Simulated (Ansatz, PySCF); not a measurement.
Pair of molecules: SiH4 (SMILES [SiH4]) (first 5 atoms) with C2H2 (SMILES C#C); geometry from B3LYP-D3(BJ)/def2-TZVP.
(charge 0, multiplicity 1):
```json
[
 {"atom": "Si", "x (Å)": "-0.2903", "y (Å)": "-0.0382", "z (Å)": "0.1397"},
 {"atom": "H", "x (Å)": "-0.5433", "y (Å)": "-0.0465", "z (Å)": "-1.3211"},
 {"atom": "H", "x (Å)": "1.0964", "y (Å)": "0.4142", "z (Å)": "0.3874"},
 {"atom": "H", "x (Å)": "-0.4753", "y (Å)": "-1.4058", "z (Å)": "0.6713"},
 {"atom": "H", "x (Å)": "-1.2428", "y (Å)": "0.8878", "z (Å)": "0.7904"},
 {"atom": "C", "x (Å)": "0.9530", "y (Å)": "0.0632", "z (Å)": "3.6334"},
 {"atom": "C", "x (Å)": "-0.2260", "y (Å)": "0.0295", "z (Å)": "3.8362"},
 {"atom": "H", "x (Å)": "1.9991", "y (Å)": "0.0935", "z (Å)": "3.4498"},
 {"atom": "H", "x (Å)": "-1.2733", "y (Å)": "-0.0001", "z (Å)": "4.0137"}
]
```

Interaction energies are E(AB) − E(A) − E(B) at the monomers' geometry in the complex; basis-set methods are counterpoise corrected.

The values were computed with Ansatz (Gaussian basis) for Hartree–Fock, density functionals and correlated methods; PySCF for the dispersion terms. 

Task: What interaction energy does BLYP/def2-TZVPPD give?

Result: 0.9 kcal/mol

Ansatz is a quantum-chemistry and plane-wave program.
